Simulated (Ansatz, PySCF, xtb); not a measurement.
Complex: hydrogen isocyanide (SMILES [C-]#[NH+]) (first 3 atoms) with hydrogen isocyanide (SMILES [C-]#[NH+]); geometry from B3LYP-D3(BJ)/def2-TZVP, rigid monomers moved along the line of their centres of mass till H3···C4 is 1.85 Å.
(charge 0, multiplicity 1):
```xyz
6

C     -0.2166     0.3936    -1.1305
N     -0.1158     0.3302     0.0263
H     -0.0279     0.2747     1.0361
C      0.1313     0.1747     2.8745
N      0.2315     0.1125     4.0271
H      0.3179     0.0588     5.0205
```

Counterpoise-corrected where a basis set is named; no monomer relaxation. Rows marked so take none.

Rows in 3-21G carry no dispersion term and start afresh at each structure.

The values were computed with Ansatz (Gaussian basis) for Hartree–Fock, density functionals and correlated methods; PySCF for 3-21G rows; xtb for the GFN methods. Values without a source in brackets are computed.

Q: One of these levels gives 11.5 kJ/mol for the interaction energy. Name it.
(A) GFN2-xTB
(B) GFN-FF
(C) HF/3-21G (no counterpoise)
(D) PBE/def2-TZVPPD

A: B, GFN-FF. The others give -15.0 (GFN2-xTB), -34.7 (HF/3-21G (no counterpoise)), -29.1 (PBE/def2-TZVPPD)

Ansatz is a program for electronic structure.
